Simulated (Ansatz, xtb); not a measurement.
Ranking isomers of C7H4N2

6 gas-phase structures of C7H4N2, from a drawn sample of its isomers (lower ones may exist). Each was relaxed with GFN2-xTB:

A. `C#Cc1nc[nH]c1C#C`, a singlet
B. `C#Cc1nccn1C#C`, a singlet
C. `C#Cc1c[nH]c(C#C)n1`, a singlet
D. `C#Cc1cncn1C#C`, a singlet
E. `C#Cc1cnc(C#C)[nH]1`, a singlet
F. `C#Cc1cn(C#C)cn1`, a singlet

Make a reasoned guess at their ranking by r2SCAN-D4/def2-SVP single-point energy.

Calculated order at r2SCAN-D4/def2-SVP: E (0.0), A (0.4), C (8.7), D (63.0), B (68.8), F (69.0) kJ/mol. Less than 1 kcal/mol parts E and A; B and F, so the order within those pairs means little.

Energies above the lowest of each column, in kJ/mol; the last columns are at B3LYP-D3(BJ)/def2-SVP geometries:

| structure | GFN2-xTB | HF/STO-3G | r2SCAN-D4/def2-SVP | B3LYP-D3(BJ)/def2-SVP | CCSD(T)/def2-SVP + ΔMP2/def2-TZVPP |
| --- | --- | --- | --- | --- | --- |
| E | 2.8 | 1.3 | 0.0 | 0.2 | 2.0 |
| A | 5.7 | 0.0 | 0.4 | 0.0 | 0.0 |
| C | 12.2 | 2.9 | 8.7 | 8.0 | 5.8 |
| D | 0.0 | 40.9 | 63.0 | 56.5 | 59.5 |
| B | 3.7 | 44.8 | 68.8 | 63.2 | 65.1 |
| F | 5.8 | 41.4 | 69.0 | 62.1 | 62.1 |

CCSD(T)/def2-SVP + ΔMP2/def2-TZVPP puts A lowest, with E within 1 kcal/mol; GFN2-xTB picks D. CCSD(T)/def2-SVP + ΔMP2/def2-TZVPP orders those it was run on as A (0.0), E (2.0), C (5.8), D (59.5), F (62.1), B (65.1) kJ/mol. Less than 1 kcal/mol parts A and E; E and C; D and F; F and B, so the order within those pairs means little. ΔMP2 is the change of the MP2 energy from the smaller to the larger basis.

Over these structures GFN2-xTB departs from r2SCAN-D4/def2-SVP by 33.8 kJ/mol on average once a common shift is removed. A GFN2-xTB relaxation took about 0.1 s and the r2SCAN-D4/def2-SVP energy about 4.2 s on a shared host (Ansatz 0.2.0, xtb 6.7.1).
